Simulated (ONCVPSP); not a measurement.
hafnium (Hf): one change to an ONCV potential, before and after

* Element: Hf
* Generator: ONCVPSP 4.0.1
* Type: optimised norm-conserving Vanderbilt (ONCV)
* Functional: LDA (Perdew-Zunger)
* Relativity: fully relativistic
* Frozen core: [Kr] 4d10 4f14
* Valence charge: 12
* Reference configuration: 5s2 5p6 5d2 6s2
* Partial waves: 5s+6s: rc 1.65 bohr, ncon 3, nbas 6, qcut 6.3 1/bohr, 2 projectors; 5p: rc 1.95 bohr, ncon 3, nbas 8, qcut 8 1/bohr, 1 projector; 5d: rc 3.15 bohr, ncon 4, nbas 8, qcut 4.7 1/bohr, 2 projectors, debl 1.3 Ha
* Local potential: polynomial inside 1.50 bohr (lpopt 5, dvloc0 0 Ha)
* Core correction: none

Open shells are filled in proportion to 2j + 1.

All-electron outer shells of the reference configuration (LDA (Perdew-Zunger), scalar-relativistic, ld1.x):

```
shell  level (eV)  outermost node (bohr)  outermost maximum (bohr)
   5s      -67.17                   0.55                      1.01
   5p      -35.71                   0.60                      1.16
   4f      -17.03                      –                      0.45
   6s       -5.27                   1.37                      2.89
   5d       -2.87                   0.67                      1.71
```

Change: p: nproj 3. In the p channel the program set the typed energies aside and used -1.231, 0.250, 1.150 Ha (j = l + 1/2; the other j can differ).

Cutoffs: the cutoffs (Ha) at which the residual kinetic energy of the hardest occupied pseudo-wave falls to 1 and 0.1 mHa per electron; they do not see the model core or the augmentation charge, which bear on the density cutoff. Errors are all-electron minus pseudo energies relative to the spin-unpolarised reference configuration.

Problem. How do hardness, ghosts and transferability respond?

Solution. The potential gets neither clearly harder nor softer (16 Ha and 21 Ha → 16 Ha and 21 Ha); the errors of the 3 common tests hardly move; the range in which the p3/2 phases agree widens (upper end 0.7 → at the end of the scan); the range in which the p1/2 phases agree widens (upper end 0.4 → at the end of the scan); neither file shows a bound ghost.

```tsv
quantity	base	changed
cutoff, loose	16 Ha	16 Ha
cutoff, tight	21 Ha	21 Ha
bound ghosts	none	none
GHOST(+) flags under 300 eV	none	none
tests with a reliable result	3 of 4	3 of 4
error for 5s2 5p6 5d2 6s1, meV [ΔE 8.20 eV]	+1.6	+1.6
error for 5s2 5p6 5d2 6s0, meV [ΔE 22.70 eV]	+5.8	+5.7
error for 5s1 5p6 5d2 6s2, meV [ΔE 73.20 eV]	-452	-487
s: phases at 1.68 bohr within 0.05 rad from the reference energy up to (Ha; the scan ends near 5)	to the end of the scan	to the end of the scan
p3/2: phases at 1.98 bohr within 0.05 rad from the reference energy up to (Ha; the scan ends near 5)	0.7	to the end of the scan
p1/2: phases at 1.98 bohr within 0.05 rad from the reference energy up to (Ha; the scan ends near 5)	0.4	to the end of the scan
d5/2: phases at 3.20 bohr within 0.05 rad from the reference energy up to (Ha; the scan ends near 5)	3.0	3.0
d3/2: phases at 3.20 bohr within 0.05 rad from the reference energy up to (Ha; the scan ends near 5)	2.9	2.9
```
